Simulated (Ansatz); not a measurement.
Total energies of Sr2Se⁺ from Ansatz at PBE-D4/def2-TZVP, gas phase (1 Eh = 27.2114 eV = 2625.5 kJ/mol). The reference geometry is relaxed at B3LYP-D4/def2-TZVP.

| atom | x (Å) | y (Å) | z (Å) |
| --- | --- | --- | --- |
| Sr1 | 2.3639 | -1.1036 | 0.8085 |
| Sr2 | -2.2895 | 1.1523 | -0.9435 |
| Se3 | -0.0744 | -0.0487 | 0.1350 |

| state | geometry | energy (Eh) |
| --- | --- | --- |
| charge 1 doublet | reference | -2462.52157 |
| charge 0 triplet | reference | -2462.68870 |
| charge 1 quartet | relaxed at B3LYP-D4/def2-TZVP | -2462.43812 |

In the def2 sets Sr takes a core potential; there is no spin–orbit coupling.

Work out the vertical electron affinity, to the triplet.

E(charge 1 doublet) − E(charge 0 triplet) = -2462.52157 − (-2462.68870) = 0.16713 Eh = 4.55 eV.

Which of the charge 1 states is lowest, and how far above it are the others?

The doublet. quartet: -2462.43812 − (-2462.52157) = 0.08345 Eh = 219.1 kJ/mol.

The structure comes from a short search, and lower isomers may exist.
